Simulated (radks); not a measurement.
Results of a calculation; reference values are marked as such.
Q: These are the eigenvalues of the occupied orbitals of an atom or ion with whole-number occupations (eV). Level of theory: non-relativistic Kohn-Sham, LB94 model potential, spin-polarised, spherical densities, point nucleus (a radial shooting solver on a logarithmic mesh with Libxc functionals).

1s: -43534.25
2s: -7546.416
2p: -7208.672
3s: -2247.515
3p: -2098.461
3d: -1823.229
4s: -972.7700
4p: -912.5514

Which element is it, and in what charge state? The configuration may be excited. Open shells, if any, are filled with parallel spins first.

A: Z = 61, promethium, charge +25: Pm25+ in [Kr]. The list shows which subshells hold electrons but not how many an open one holds; the 1s level, -1599.9 hartree, gives Z - s = 56.6 by -(Z - s)^2/2, which with screening narrows Z to a few neighbours, and the depths of the outer levels then fix element, charge and occupations together.
